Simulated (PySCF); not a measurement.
Computed shifts of a molecule CH9GeN3, PBE0/pcSseg-1 (PySCF), GIAO, gas phase, equivalent atoms averaged, in ppm (number of nuclei): ¹³C: 0.3 (1). ¹⁵N: 31.2 (2), 14.6 (1). ¹H: 0.49 (3), 0.21 (2), 0.13 (2), 0.00 (2). References: ¹³C against TMS (σ = 186.3 ppm); ⁷³Ge against GeH4 (σ = 1658.3 ppm); ¹⁵N against NH3 (σ = 267.4 ppm); ¹H against TMS (σ = 31.56 ppm), references at their B3LYP-D3(BJ)/def2-TZVP geometries, non-relativistic. The structure is a stationary point at PBE0-D3(BJ)/def2-SVP. One conformer was computed; it need not be the lowest.

Task: Which structure fits?
(A) N[CH2][GeH]([NH2])[NH2]
(B) C[NH][GeH]([NH2])[NH2]
(C) [CH3][Ge]([NH2])([NH2])[NH2]

Result: C, [CH3][Ge]([NH2])([NH2])[NH2]
